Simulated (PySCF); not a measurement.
The vertical singlet excitations below were computed for one of the candidates. Level of theory: TDDFT CAM-B3LYP/def2-SVPD, vertical, gas phase, core orbitals frozen in the response (PySCF 2.14.0, density-fitted response routines). Geometries: GFN2-xTB, one conformer each.

```csv
state,E (eV),λ (nm),f
S1,5.68,218.3,0.0034
S2,6.66,186.1,0.0003
S3,6.77,183.1,0.033
S4,6.83,181.6,0.0057
S5,7.09,174.8,0.025
S6,7.23,171.4,0.068
S7,7.26,170.8,0.073
S8,7.31,169.6,0.162
```

Triplets computed (Tamm–Dancoff): 4.36, 5.42, 6.11 eV.

Question: Which structure fits?
A. `Cc1ccc(N)cc1`
B. `c1cnn(C2CC2)n1`
C. `C=C[SiH2]C1[SiH2]N[SiH2]1`

Answer: C. Its S1 lies at 5.68 eV; the nearest of the others has S1 at 6.31 eV. S1 is HOMO→LUMO (96%). Löwdin shares by element: HOMO nitrogen 55%, silicon 21% or more, hydrogen 5% or more (atoms not listed hold the other 19%); LUMO silicon 39% or more, carbon 10% or more, hydrogen 7% or more (atoms not listed hold the other 44%). At the same level the other candidates give, for their lowest levels:
- `Cc1ccc(N)cc1`: 4.77 eV (f 0.039); 5.47 eV (f 0.043); 5.65 eV (f 0.156); 6.15 eV (f 0.002); 6.31 eV (f 0.000); T1 3.87 eV; HOMO -6.90, LUMO 0.99 eV
- `c1cnn(C2CC2)n1`: 6.31 eV (f 0.284); 6.52 eV (f 0.000); 7.37 eV (f 0.010); 7.44 eV (f 0.012); 7.46 eV (f 0.014); T1 4.78 eV; HOMO -8.51, LUMO 0.99 eV

The values belong to the conformer `[CH2:1]=[CH:2][SiH2:3][CH:4]1[SiH2:5][NH:6][SiH2:7]1`: C1–C2–Si3–C4 12°, C2–Si3–C4–Si5 -174°.
